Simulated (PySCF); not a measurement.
## Computed vibrations of [Nd(NH3)3]3+

[Nd(NH3)3]3+ (singlet in the valence; each metal's 4f electrons, 3 of them, lie in its core potential, out of spins and levels). PySCF 2.14.0, RKS PBE, Nd lcecp-1-SVP with ECP49, N def2-SVP, H def2-SVP; non-relativistic Hamiltonian with scalar-relativistic core potentials where named; density fitting; no spin-orbit coupling. Central differences of gradients.

```xyz
13

Nd    0.0000    0.0000    0.0000
N     2.4899    0.0014    0.0000
H     2.9417   -0.4724    0.8160
H     2.9417   -0.4724   -0.8160
H     2.9424    0.9438    0.0000
N    -1.2462    2.1556    0.0000
H    -1.0617    2.7838    0.8160
H    -1.0617    2.7838   -0.8160
H    -2.2886    2.0763    0.0000
N    -1.2437   -2.1570    0.0000
H    -1.8799   -2.3114    0.8160
H    -1.8799   -2.3114   -0.8160
H    -0.6538   -3.0201    0.0000
```

Run from Python with OMP_NUM_THREADS=2. Where DIIS fails, smearing, a level shift and second-order steps follow.
It took 2.3 min on 2 threads of Intel(R) Xeon(R) Platinum 8488C (Sapphire Rapids), on a shared host.

Question: What are the harmonic wavenumbers and infrared intensities?

Answer: Modes are labelled in C3h; negative numbers are unstable modes, those under 60 cm⁻¹ near the noise; a finer grid moves soft modes by up to 10 cm⁻¹.
```json
{"cm⁻¹": "-51", "km/mol": "–", "symmetry": "a''"}
{"cm⁻¹": "-49", "km/mol": "–", "symmetry": "e''"}
{"cm⁻¹": "-49", "km/mol": "–", "symmetry": "e''"}
{"cm⁻¹": "-43", "km/mol": "–", "symmetry": "a''"}
{"cm⁻¹": "86", "km/mol": "8.0", "symmetry": "e'"}
{"cm⁻¹": "86", "km/mol": "8.0", "symmetry": "e'"}
{"cm⁻¹": "331", "km/mol": "0.0", "symmetry": "a'"}
{"cm⁻¹": "345", "km/mol": "10.3", "symmetry": "e'"}
{"cm⁻¹": "345", "km/mol": "10.3", "symmetry": "e'"}
{"cm⁻¹": "612", "km/mol": "0.0", "symmetry": "a'"}
{"cm⁻¹": "622", "km/mol": "0.0", "symmetry": "e''"}
{"cm⁻¹": "622", "km/mol": "0.0", "symmetry": "e''"}
{"cm⁻¹": "633", "km/mol": "191.3", "symmetry": "a''"}
{"cm⁻¹": "653", "km/mol": "75.8", "symmetry": "e'"}
{"cm⁻¹": "653", "km/mol": "75.8", "symmetry": "e'"}
{"cm⁻¹": "1357", "km/mol": "150.9", "symmetry": "e'"}
{"cm⁻¹": "1357", "km/mol": "150.9", "symmetry": "e'"}
{"cm⁻¹": "1359", "km/mol": "0.0", "symmetry": "a'"}
{"cm⁻¹": "1557", "km/mol": "141.2", "symmetry": "a''"}
{"cm⁻¹": "1558", "km/mol": "71.7", "symmetry": "e'"}
{"cm⁻¹": "1558", "km/mol": "71.7", "symmetry": "e'"}
{"cm⁻¹": "1559", "km/mol": "0.0", "symmetry": "a'"}
{"cm⁻¹": "1560", "km/mol": "0.0", "symmetry": "e''"}
{"cm⁻¹": "1560", "km/mol": "0.0", "symmetry": "e''"}
{"cm⁻¹": "3239", "km/mol": "374.0", "symmetry": "e'"}
{"cm⁻¹": "3239", "km/mol": "374.0", "symmetry": "e'"}
{"cm⁻¹": "3249", "km/mol": "0.0", "symmetry": "a'"}
{"cm⁻¹": "3306", "km/mol": "0.0", "symmetry": "e''"}
{"cm⁻¹": "3306", "km/mol": "0.0", "symmetry": "e''"}
{"cm⁻¹": "3307", "km/mol": "442.3", "symmetry": "a''"}
{"cm⁻¹": "3313", "km/mol": "0.0", "symmetry": "a'"}
{"cm⁻¹": "3315", "km/mol": "214.6", "symmetry": "e'"}
{"cm⁻¹": "3315", "km/mol": "214.6", "symmetry": "e'"}
```

Question: Is this a minimum?

Answer: Probably not: 4 unstable, though so soft as to be near the noise; the lowest moves the atoms so:
```
Nd   0.00  0.00  0.02
N    0.00  0.00 -0.06
H    0.02  0.28  0.09
H   -0.02 -0.28  0.09
H    0.00  0.00 -0.39
N    0.00  0.00 -0.06
H   -0.25 -0.12  0.09
H    0.25  0.12  0.09
H    0.00  0.00 -0.39
N    0.00  0.00 -0.06
H    0.23 -0.16  0.09
H   -0.23  0.16  0.09
H    0.00  0.00 -0.39
```

An lcecp potential fixes the number of 4f electrons, so in runs with it no electron can move into or out of that shell.
